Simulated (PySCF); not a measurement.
# S⁺ (sulfur, charge +1) across methods

[Ne] 3s2 3p2 4s1, high-spin 4P determinant (an excited configuration). Calculation: PySCF 2.14, in dyall-av2z (13s9p2d, 50 functions); the non-relativistic Hamiltonian (point nucleus).

```json
{"method": "wB97M-V", "E (hartree)": "-397.2162", "mean ε 3s β (eV)": "-34.961", "mean ε 3p α (eV)": "-25.834", "mean ε 4s α (eV)": "-9.559", "Σ⟨r²⟩ (bohr²)": "36.00", "⟨S²⟩": "3.752"}
{"method": "UHF", "E (hartree)": "-396.66709", "mean ε 3s β (eV)": "-35.045", "mean ε 3p α (eV)": "-28.013", "mean ε 4s α (eV)": "-9.337", "Σ⟨r²⟩ (bohr²)": "36.53", "⟨S²⟩": "3.759"}
{"method": "M06-2X", "E (hartree)": "-397.2131", "mean ε 3s β (eV)": "-33.827", "mean ε 3p α (eV)": "-24.929", "mean ε 4s α (eV)": "-8.898", "Σ⟨r²⟩ (bohr²)": "35.90", "⟨S²⟩": "3.753"}
{"method": "BHandHLYP", "E (hartree)": "-397.2427", "mean ε 3s β (eV)": "-33.677", "mean ε 3p α (eV)": "-25.182", "mean ε 4s α (eV)": "-8.498", "Σ⟨r²⟩ (bohr²)": "35.92", "⟨S²⟩": "3.754"}
{"method": "B97-3", "E (hartree)": "-397.1792", "mean ε 3s β (eV)": "-32.443", "mean ε 3p α (eV)": "-23.809", "mean ε 4s α (eV)": "-8.148", "Σ⟨r²⟩ (bohr²)": "35.97", "⟨S²⟩": "3.753"}
{"method": "LDA", "E (hartree)": "-395.8507", "mean ε 3s β (eV)": "-30.994", "mean ε 3p α (eV)": "-22.183", "mean ε 4s α (eV)": "-7.811", "Σ⟨r²⟩ (bohr²)": "35.63", "⟨S²⟩": "3.751"}
{"method": "r2SCAN", "E (hartree)": "-397.1911", "mean ε 3s β (eV)": "-30.986", "mean ε 3p α (eV)": "-22.800", "mean ε 4s α (eV)": "-7.722", "Σ⟨r²⟩ (bohr²)": "35.93", "⟨S²⟩": "3.755"}
{"method": "PBE0", "E (hartree)": "-397.0923", "mean ε 3s β (eV)": "-32.208", "mean ε 3p α (eV)": "-23.869", "mean ε 4s α (eV)": "-8.214", "Σ⟨r²⟩ (bohr²)": "35.86", "⟨S²⟩": "3.753"}
```

Question: Estimate the same row for PBE.

Answer: E (hartree) = -397.0638; mean ε 3s β (eV) = -30.751; mean ε 3p α (eV) = -22.233; mean ε 4s α (eV) = -7.708; Σ⟨r²⟩ (bohr²) = 35.61; ⟨S²⟩ = 3.752.

The outer electron is Rydberg-like, and this basis confines it to a smaller radius and binds it less than a complete one would.
